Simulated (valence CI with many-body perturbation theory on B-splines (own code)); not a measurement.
## Ho²⁶⁺: E2, M1 decay

Level of theory: relativistic CI+MBPT: five valence electrons over a frozen Dirac-Fock core [Kr], radial functions for each j: 7 s, 7 p, 8 d, 6 f, 4 g, 1 h, with the one-electron correlation potential Σ1, the two-electron term Σ2, the three-electron term Σ3, Breit, model QED; selected CI, second order for the rest, scaled by the run's own slope (own B-spline code, finite nucleus).

No measured spectrum was set against this ion. As an estimate, large intervals hold to a few tenths of a per cent, small ones and those within an open d or f shell to about a per cent. The list stops below the first excitations out of the core.

Lines 1 to 50 of 120 in falling wavelength, among levels below 829890 cm⁻¹, chosen from the decays that carry over 1 % of a level's rate. Wavelengths and rates use the calculated energies. Electric multipoles are in the length gauge, E1 and E2 with the static RPA response of the core. S is in atomic units (e²a₀⁴ for E2 and M2, e²a₀⁶ for E3), for M1 in squared Bohr magnetons. Weak lines are less certain than strong ones. Lines between different terms over intervals too small for the method are left out, as are lines whose strength nearly cancels.

Levels are named by their leading jj configuration (3d3/2^4 stands for four electrons in 3d with j = 3/2), which in mixed levels can hold well under half, so a name can repeat and another be missing. Letters in brackets count levels of one name in rising energy.

| λ vac (nm) | Upper | Lower | Type | A (s⁻¹) | S (a.u.) |
| --- | --- | --- | --- | --- | --- |
| 1636 | (4d3/2^3 4d5/2^2) J=11/2 | (4d3/2^3 4d5/2^2) J=7/2 [a] | E2 | 1.84e-07 | 2.31e-03 |
| 1186 | (4d3/2^3 4d5/2^2) J=9/2 | (4d3/2^3 4d5/2^2) J=11/2 | M1 | 7.77e+00 | 4.80e+00 |
| 690.0 | (4d3/2^2 4d5/2^3) J=13/2 | (4d3/2^2 4d5/2^3) J=11/2 | M1 | 2.11e+01 | 3.59e+00 |
| 687.7 | (4d3/2^3 4d5/2^2) J=9/2 | (4d3/2^3 4d5/2^2) J=7/2 [a] | M1 | 4.59e+01 | 5.53e+00 |
| 646.5 | (4d3/2^3 4d5/2^2) J=5/2 [b] | (4d3/2^3 4d5/2^2) J=3/2 [a] | M1 | 4.33e+01 | 2.60e+00 |
| 611.5 | (4d3/2^3 4d5/2^2) J=7/2 [b] | (4d3/2^3 4d5/2^2) J=5/2 [b] | M1 | 4.25e+01 | 2.88e+00 |
| 487.4 | (4d3/2^3 4d5/2^2) J=1/2 | (4d3/2^3 4d5/2^2) J=3/2 [a] | M1 | 2.89e+02 | 2.48e+00 |
| 359.2 | (4d3/2^2 4d5/2^3) J=5/2 [b] | (4d3/2^3 4d5/2^2) J=3/2 [b] | M1 | 1.64e+02 | 1.69e+00 |
| 324.8 | (4d3/2^3 4d5/2^2) J=7/2 [a] | (4d3/2^3 4d5/2^2) J=5/2 [a] | M1 | 4.10e+02 | 4.17e+00 |
| 296.5 | (4d3/2^2 4d5/2^3) J=3/2 [a] | (4d3/2^2 4d5/2^3) J=5/2 [a] | M1 | 3.53e+02 | 1.37e+00 |
| 293.7 | (4d3/2^2 4d5/2^3) J=7/2 [b] | (4d3/2^2 4d5/2^3) J=9/2 [a] | M1 | 5.73e+01 | 4.31e-01 |
| 290.4 | (4d3/2^2 4d5/2^3) J=3/2 [b] | (4d3/2^2 4d5/2^3) J=3/2 [a] | M1 | 1.19e+02 | 4.34e-01 |
| 287.5 | (4d3/2^3 4d5/2^2) J=7/2 [b] | (4d3/2^3 4d5/2^2) J=7/2 [a] | M1 | 1.53e+02 | 1.08e+00 |
| 258.5 | (4d3/2^2 4d5/2^3) J=9/2 [c] | (4d3/2^2 4d5/2^3) J=7/2 [b] | M1 | 7.90e+01 | 5.06e-01 |
| 251.6 | (4d3/2^3 4d5/2^2) J=3/2 [b] | (4d3/2^3 4d5/2^2) J=1/2 | M1 | 1.03e+02 | 2.44e-01 |
| 237.8 | (4d3/2^2 4d5/2^3) J=9/2 [a] | (4d3/2^3 4d5/2^2) J=7/2 [b] | M1 | 5.82e+02 | 2.90e+00 |
| 232.9 | (4d3/2^2 4d5/2^3) J=9/2 [c] | (4d3/2^2 4d5/2^3) J=9/2 [b] | M1 | 7.59e+02 | 3.56e+00 |
| 229.7 | (4d3/2^2 4d5/2^3) J=7/2 [b] | (4d3/2^2 4d5/2^3) J=7/2 [a] | M1 | 2.74e+02 | 9.84e-01 |
| 228.3 | (4d3/2^2 4d5/2^3) J=1/2 [b] | (4d3/2^2 4d5/2^3) J=3/2 [a] | M1 | 6.19e+02 | 5.46e-01 |
| 223.2 | (4d3/2^3 4d5/2^2) J=3/2 [b] | (4d3/2^3 4d5/2^2) J=5/2 [b] | M1 | 2.49e+02 | 4.11e-01 |
| 214.0 | (4d3/2^2 4d5/2^3) J=5/2 [c] | (4d3/2^2 4d5/2^3) J=7/2 [a] | M1 | 1.75e+02 | 3.81e-01 |
| 204.4 | (4d3/2^2 4d5/2^3) J=7/2 [a] | (4d3/2^3 4d5/2^2) J=5/2 [b] | M1 | 1.25e+03 | 3.18e+00 |
| 203.2 | (4d3/2^3 4d5/2^2) J=5/2 [b] | (4d3/2^3 4d5/2^2) J=5/2 [a] | M1 | 2.38e+03 | 4.44e+00 |
| 196.6 | (4d3/2^2 4d5/2^3) J=5/2 [c] | (4d3/2^3 4d5/2^2) J=3/2 [b] | M1 | 1.54e+03 | 2.61e+00 |
| 189.4 | (4d3/2^2 4d5/2^3) J=7/2 [a] | (4d3/2^3 4d5/2^2) J=9/2 | M1 | 1.93e+03 | 3.88e+00 |
| 189.0 | (4d3/2^2 4d5/2^3) J=5/2 [a] | (4d3/2^3 4d5/2^2) J=7/2 [a] | M1 | 1.45e+03 | 2.17e+00 |
| 188.8 | (4d3/2^3 4d5/2^2) J=5/2 [a] | (4d3/2^4 4d5/2) J=5/2 | M1 | 5.54e+03 | 8.29e+00 |
| 187.0 | (4d3/2 4d5/2^4) J=7/2 [a] | (4d3/2^2 4d5/2^3) J=5/2 [c] | M1 | 9.48e+02 | 1.84e+00 |
| 177.7 | (4d3/2^2 4d5/2^3) J=5/2 [b] | (4d3/2^3 4d5/2^2) J=7/2 [b] | M1 | 9.24e+02 | 1.15e+00 |
| 175.8 | (4d3/2^2 4d5/2^3) J=1/2 [a] | (4d3/2^3 4d5/2^2) J=1/2 | M1 | 4.08e+03 | 1.64e+00 |
| 174.9 | (4d3/2^2 4d5/2^3) J=11/2 | (4d3/2^3 4d5/2^2) J=9/2 | M1 | 8.38e+02 | 1.99e+00 |
| 172.9 | (4d3/2^2 4d5/2^3) J=3/2 [b] | (4d3/2^3 4d5/2^2) J=3/2 [b] | M1 | 7.14e+01 | 5.47e-02 |
| 167.0 | (4d3/2 4d5/2^4) J=5/2 [a] | (4d3/2^2 4d5/2^3) J=3/2 [a] | M1 | 1.60e+03 | 1.66e+00 |
| 165.9 | (4d3/2^3 4d5/2^2) J=3/2 [b] | (4d3/2^3 4d5/2^2) J=3/2 [a] | M1 | 5.21e+02 | 3.53e-01 |
| 164.2 | (4d3/2 4d5/2^4) J=7/2 [a] | (4d3/2^2 4d5/2^3) J=9/2 [b] | M1 | 1.17e+03 | 1.53e+00 |
| 163.5 | (4d3/2^2 4d5/2^3) J=5/2 [c] | (4d3/2^2 4d5/2^3) J=5/2 [a] | M1 | 2.34e+02 | 2.28e-01 |
| 158.7 | (4d3/2 4d5/2^4) J=3/2 [a] | (4d3/2^2 4d5/2^3) J=5/2 [c] | M1 | 7.28e+02 | 4.31e-01 |
| 158.3 | (4d3/2^2 4d5/2^3) J=3/2 [a] | (4d3/2^3 4d5/2^2) J=1/2 | M1 | 5.48e+02 | 3.23e-01 |
| 152.4 | (4d3/2^2 4d5/2^3) J=11/2 | (4d3/2^3 4d5/2^2) J=11/2 | M1 | 4.80e+03 | 7.56e+00 |
| 148.5 | (4d3/2^2 4d5/2^3) J=7/2 [a] | (4d3/2^3 4d5/2^2) J=7/2 [a] | M1 | 2.71e+03 | 2.63e+00 |
| 146.7 | (4d3/2^2 4d5/2^3) J=3/2 [b] | (4d3/2^2 4d5/2^3) J=5/2 [a] | M1 | 6.60e+02 | 3.09e-01 |
| 146.6 | (4d3/2^2 4d5/2^3) J=3/2 [a] | (4d3/2^3 4d5/2^2) J=5/2 [b] | M1 | 2.09e+03 | 9.77e-01 |
| 146.6 | (4d3/2 4d5/2^4) J=11/2 | (4d3/2^2 4d5/2^3) J=9/2 [b] | M1 | 1.23e+03 | 1.73e+00 |
| 141.4 | (4d3/2^2 4d5/2^3) J=9/2 [a] | (4d3/2^3 4d5/2^2) J=11/2 | M1 | 1.93e+03 | 2.02e+00 |
| 139.2 | (4d3/2^2 4d5/2^3) J=9/2 [b] | (4d3/2^3 4d5/2^2) J=7/2 [b] | M1 | 1.09e+03 | 1.09e+00 |
| 137.7 | (4d3/2^2 4d5/2^3) J=5/2 [b] | (4d3/2^3 4d5/2^2) J=5/2 [b] | M1 | 4.95e+03 | 2.87e+00 |
| 131.4 | (4d3/2^2 4d5/2^3) J=7/2 [b] | (4d3/2^3 4d5/2^2) J=7/2 [b] | M1 | 9.64e+02 | 6.49e-01 |
| 130.7 | (4d3/2 4d5/2^4) J=7/2 [a] | (4d3/2^2 4d5/2^3) J=5/2 [b] | M1 | 3.55e+03 | 2.35e+00 |
| 130.2 | (4d3/2^2 4d5/2^3) J=9/2 [a] | (4d3/2^3 4d5/2^2) J=7/2 [a] | M1 | 2.86e+03 | 2.34e+00 |
| 129.2 | (4d3/2^2 4d5/2^3) J=1/2 [a] | (4d3/2^3 4d5/2^2) J=3/2 [a] | M1 | 5.85e+03 | 9.35e-01 |
